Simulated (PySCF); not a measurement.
# Electronic absorption of C7H11P

Species: C7H11P.
Z-matrix (Å and degrees, GFN2-xTB geometry), rows numbered from 1:
```
C 
C   1  1.3243
C   2  1.4641  1  124.09
C   3  1.5082  2  119.03  1  -151.47
C   4  1.4630  3  124.07  2   134.88
C   5  1.3272  4  126.67  3     1.23
P   3  1.8754  2  118.64  1   131.07
C   7  1.8556  3   98.90  4    98.40
H   1  1.0777  2  121.69  3     0.42
H   1  1.0758  2  121.92  3  -179.56
H   2  1.0830  1  120.21  3   179.21
H   3  1.0851  2  114.11  1    -7.16
H   4  1.0886  3  113.94  7   101.52
H   5  1.0836  4  114.17  3  -179.85
H   6  1.0772  5  122.84  4    -3.18
H   6  1.0765  5  121.20  4   179.27
H   8  1.0890  7  108.06  3  -174.32
H   8  1.0897  7  111.69  3   -54.16
H   8  1.0890  7  109.47  3    67.90
```

The calculation used TDDFT PBE0/def2-SVPD, vertical, gas phase, core orbitals frozen in the response (PySCF).

**Question.** Predict the UV-vis stick spectrum at this level.

**Answer.** 

| state | E (eV) | λ (nm) | ν̃ (cm⁻¹) | f | \|μ\| (D) | main configurations (H = HOMO, L = LUMO) |
| --- | --- | --- | --- | --- | --- | --- |
| S1 | 5.25 | 236.0 | 42380 | 0.070 | 1.88 | H→L (87%), H-1→L (9%) |
| S2 | 5.64 | 219.8 | 45500 | 0.154 | 2.69 | H-1→L (77%) |
| S3 | 6.01 | 206.2 | 48500 | 0.093 | 2.02 | H-1→L+1 (73%), H-2→L (12%), H→L+1 (12%) |
| S4 | 6.15 | 201.6 | 49610 | 0.240 | 3.21 | H→L+1 (62%), H-1→L+1 (14%) |
| S5 | 6.27 | 197.8 | 50560 | 0.098 | 2.03 | H-2→L (70%), H→L+1 (10%) |
| S6 | 6.39 | 194.1 | 51520 | 0.042 | 1.31 | H→L+2 (57%), H-1→L+2 (23%), H→L+4 (9%) |

Triplets (Tamm–Dancoff): T1 3.94 eV, H-1→L (70%); T2 4.04 eV, H→L+1 (45%), H→L (33%).

The lowest singlet comes at 236 nm (507 kJ/mol) in the ultraviolet; it is of moderate strength; its leading configuration is HOMO→LUMO (87%). The most intense listed level is S4 at 6.15 eV (202 nm, f = 0.240), 0.90 eV above S1. Löwdin shares by element: HOMO carbon 56% or more, phosphorus 23% (atoms not listed hold the other 21%); LUMO carbon 43% or more, phosphorus 27% (atoms not listed hold the other 30%). Weighted by f, the mean energy of these states is 5.96 eV. The oscillator strengths of these states sum to 0.699; summed over the whole spectrum of an exact calculation they would give the number of electrons, 68 (Thomas–Reiche–Kuhn). Orbital energies (eV): HOMO-3 -8.86, HOMO-2 -7.78, HOMO-1 -6.85, HOMO -6.70, LUMO -0.47, LUMO+1 0.19, LUMO+2 0.75. No computed singlet lies in the visible range (380 to 750 nm); the lowest, at 236 nm, stands 1.99 eV above its violet end (3.26 eV). Singlets were solved by full linear response, triplets in the Tamm–Dancoff approximation.

Hardware: one thread, Arm Neoverse N1 (aarch64), on a shared host. Cost: 88 s of wall time, 1.0 GiB resident at most.

One conformer stands for the species.
